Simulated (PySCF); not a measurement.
Molfile (atoms numbered from 1):
```
C3H5F3Si
     RDKit          3D

 12 12  0  0  0  0  0  0  0  0999 V2000
   -1.8545   -1.5175    0.2474 F   0  0  0  0  0  0  0  0  0  0  0  0
   -1.5019   -0.2298   -0.0205 C   0  0  0  0  0  0  0  0  0  0  0  0
   -1.6393    0.4291    1.1550 F   0  0  0  0  0  0  0  0  0  0  0  0
   -0.0850   -0.1441   -0.5250 C   0  0  1  0  0  0  0  0  0  0  0  0
   -0.0836   -0.3783   -1.8876 F   0  0  0  0  0  0  0  0  0  0  0  0
    0.7635    1.0607   -0.1056 C   0  0  0  0  0  0  0  0  0  0  0  0
    1.4389   -0.5846    0.5325 Si  0  0  0  0  0  4  0  0  0  0  0  0
   -2.2392    0.1712   -0.7344 H   0  0  0  0  0  0  0  0  0  0  0  0
    1.2438    1.5567   -0.9386 H   0  0  0  0  0  0  0  0  0  0  0  0
    0.2784    1.7676    0.5531 H   0  0  0  0  0  0  0  0  0  0  0  0
    1.1505   -0.9468    1.9033 H   0  0  0  0  0  0  0  0  0  0  0  0
    2.5296   -1.1848   -0.2057 H   0  0  0  0  0  0  0  0  0  0  0  0
  1  2  1  0
  2  3  1  0
  2  4  1  0
  4  5  1  6
  4  6  1  0
  6  7  1  0
  7  4  1  0
  2  8  1  0
  6  9  1  0
  6 10  1  0
  7 11  1  0
  7 12  1  0
M  END
```

PySCF calculation with geometry: GFN2-xTB and NMR shieldings at PBE0/pcSseg-1/GIAO; relativity neglected, one conformer, isolated molecule.

References, each an isolated molecule treated in the same way: 13C (186.93 ppm) and 1H (31.72 ppm) and 29Si (349.16 ppm) against TMS; 19F (170.95 ppm) vs CFCl3.

```csv
atoms,nucleus,count,δ (ppm)
F1,19F,1,-121.7
Si7,29Si,1,-138.5
H9,1H,1,1.14
F5,19F,1,-231.4
H12,1H,1,3.22
C6,13C,1,8.5
C2,13C,1,?
C4,13C,1,?
H8,1H,1,6.88
H10,1H,1,?
H11,1H,1,?
F3,19F,1,-146.2
```

Question: Fill in the missing shifts.

Answer: 
- C2: 124.5 ppm, sp3 CH bonded to 2 F; 2 electronegative neighbours deshield it
- C4: 89.2 ppm, three-membered-ring carbon; deshielded by the electronegative neighbour
- H11: 3.12 ppm, hydrogen on a silicon bonded to 2 C, in a 3-membered ring
- H10: 1.46 ppm, hydrogen on a three-membered-ring carbon; cyclopropane-type protons are shielded by the ring

Shifts are as computed. Against solution values, carbons near 30 ppm lie about +3 ppm off and those near 130 ppm about +5 ppm. Of 1309 compounds with measured shifts, 239 miss one by over three times the rms of a fit or turn the order of signals round; such compounds aren't used in these exercises. Unscaled 19F shifts against computed CFCl3 carry errors that often reach 10 to 50 ppm.
